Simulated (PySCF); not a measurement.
Bonding in `CC/C(=C/[SiH3])[Si@H](C)O`

Species: C5H14OSi2.
Atom-mapped SMILES: `[CH3:1][CH2:2]/[C:3](=[CH:4]/[SiH3:5])[Si@H:6]([CH3:7])[OH:8]` (hydrogens: H9, H10, H11 on C1; H12, H13 on C2; H14 on C4; H15, H16, H17 on Si5; H18 on Si6; H19, H20, H21 on C7; H22 on O8)

Geometry (PBE0-D3(BJ)/def2-SVP, Å), atoms numbered from 1 in this order:
```xyz
22
C5H14OSi2 angstrom
C      2.7478   -0.4013   -0.1450
C      1.7228   -0.2953   -1.2716
C      0.3703    0.1529   -0.7724
C     -0.0731    1.4022   -1.0261
Si    -1.6618    2.2128   -0.4715
Si    -0.6287   -1.1425    0.1977
C     -2.2120   -1.5211   -0.7298
O     -0.8897   -0.7012    1.7879
H      2.9084    0.5788    0.3292
H      3.7159   -0.7628   -0.5236
H      2.4147   -1.0980    0.6404
H      1.6278   -1.2806   -1.7632
H      2.0840    0.4066   -2.0426
H      0.5845    2.0524   -1.6277
H     -2.6722    2.2901   -1.5727
H     -2.2920    1.4619    0.6618
H     -1.3830    3.6035   -0.0007
H      0.1999   -2.3786    0.2839
H     -2.8138   -2.2666   -0.1870
H     -1.9666   -1.9349   -1.7214
H     -2.8353   -0.6275   -0.8880
H     -1.3388    0.1395    1.9189
```

Bond orders from the PBE0/pcSseg-1 density (PySCF). The structure is a single PBE0-D3(BJ)/def2-SVP conformer in the gas phase; no vibrational or solvent corrections.

Q: How far do the computed orders between heavy atoms stray from the drawn ones?

A: The largest departure is 0.226, at C3–Si6 (drawn single, 0.774). Drawn single, order below 0.88: C3–Si6 (0.774).

Q: Give the Mayer order of every bond between heavy atoms, beside its length.

A: 
```tsv
bond	drawn as	length (Å)	Mayer order
C1–C2	single	1.527	1.034
C2–C3	single	1.510	1.038
C3–C4	double	1.350	1.903
C4–Si5	single	1.868	0.924
C3–Si6	single	1.902	0.774
Si6–C7	single	1.874	0.949
Si6–O8	single	1.671	1.035
```

Bonds between the same two heavy elements. C–C: lowest C1–C2 (1.034, 1.527 Å), highest C3–C4 (1.903, 1.350 Å). C–Si: lowest C3–Si6 (0.774, 1.902 Å), highest Si6–C7 (0.949, 1.874 Å); in 1 of the 3 pairs the longer bond (by over 0.003 Å) has the higher order (by 0.02 or more).

Q: And the bonds to hydrogen?

A: C–H: 0.92 to 0.97 (9 bonds); H–Si: 0.90 to 0.94 (4 bonds); H–O: 0.93 (1 bond).

Q: Sum the orders of all bonds at each heavy atom with more than one neighbour and set the sums beside the valence in the SMILES.

A: C1 3.922 (drawn 4), C2 3.960 (drawn 4), C3 3.715 (drawn 4), C4 3.751 (drawn 4), Si5 3.708 (drawn 4), Si6 3.693 (drawn 4), C7 3.795 (drawn 4), O8 1.965 (drawn 2). Orders between atoms that aren't bonded are not in these sums.

For a closed shell the Mayer order of atoms A and B is Σ (PS)μν (PS)νμ over the basis functions μ on A and ν on B, with P the density and S the overlap matrix.
